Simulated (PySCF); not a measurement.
# Excitation energy of Sr by level of theory

Sr [Kr] 5s2 (1S) → Sr [Kr] 5s1 6s1 (3S), as a difference of total energies. Computed with PySCF 2.14 in aug-cc-pwCVTZ-X2C, with the spin-free X2C one-electron Hamiltonian (Gaussian nucleus). Correlated levels: valence: [Kr] frozen; valence and next inner shell: [Ar] 3d10 frozen. The calculations carry no spin-orbit coupling.

| method | excitation energy (eV) |
| --- | --- |
| UHF | 2.811 |
| LDA | 3.638 |
| PBE | 3.475 |
| PBE0 | 3.427 |
| r2SCAN | 3.336 |
| LC-wPBE | 3.326 |
| wB97X-V | 3.554 |
| MP2 (valence) | 3.270 |
| MP2 (valence and next inner shell) | 3.534 |
| SCS-MP2 (valence and next inner shell) | 3.617 |

Task: Estimate what wB97M-V gives.

Result: 3.633 eV, closest to LDA among the rows shown.

Task: Estimate what SCS-MP2 (valence) gives.

Result: 3.410 eV, closest to PBE0 among the rows shown.

Errors of the correlated levels include the incompleteness of this basis and the frozen core.

For comparison: 3.600 eV (measured; NIST levels).
